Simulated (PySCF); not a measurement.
InO, SMILES [O]=[In], multiplicity 2.

Coordinates come from a PBE0-D3(BJ)/def2-TZVP optimisation. The def2 effective core potentials stand for the cores of In; spin–orbit coupling is left out.

Calculation: r2SCAN/def2-TZVPD (PySCF).

Estimate the frontier levels, dipole moment and polarisability. (Estimate from the structure and the level; the computed values follow.)


```
Item                                                              Result
-----------------------------------------------  -----------------------
α spin, highest occupied and lowest empty level       -6.66 and -2.01 eV
β spin, highest occupied and lowest empty level       -6.19 and -4.64 eV
dipole moment                                                     4.14 D
mean static polarisability                          53.3 bohr³ (7.90 Å³)
polarisability, principal values                  50.7, 50.7, 58.5 bohr³
⟨S²⟩                                             0.767 (pure state 0.75)
```
